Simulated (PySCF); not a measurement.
Delta-SCF ions had no search for a lower state. Excitations are Tamm–Dancoff values on a coarser integration grid. The basis has no diffuse functions, so Rydberg states are missing or too high.

**CH3B3, SMILES `B1B2CB12` (charge 0, multiplicity 1)**

Calculation: PBE0-D3(BJ)/def2-TZVP (PySCF).

```yaml
HOMO: -6.72 eV
dipole_moment: 1.81 D
HOMO–LUMO gap: 2.48 eV
LUMO: -4.24 eV
S1 excitation (TDA): 0.75 eV
S1 oscillator strength: 0.005
T1 excitation (TDA): 0.19 eV
S1–T1 gap (TDA): 0.55 eV
vertical ionisation energy (Delta-SCF): 8.90 eV
total_energy: -114.1788 Ha
cost: roughly 70 core-seconds
```

Bonded distances (Å): B1–B2 1.561, B1–B4 1.561, B1–H5 1.181, B2–C3 1.569, B2–B4 1.589, C3–B4 1.570, C3–H6 1.091, C3–H7 1.091. Angles (°): B2–B1–B4 61.2, B2–B1–H5 149.4, B4–B1–H5 149.4, B1–B2–C3 119.0, B1–B2–B4 59.4, C3–B2–B4 59.6, B2–C3–B4 60.8, B2–C3–H6 118.7, B2–C3–H7 118.7, B4–C3–H6 118.7, B4–C3–H7 118.7, H6–C3–H7 112.4, B1–B4–B2 59.4, B1–B4–C3 119.0, B2–B4–C3 59.6.
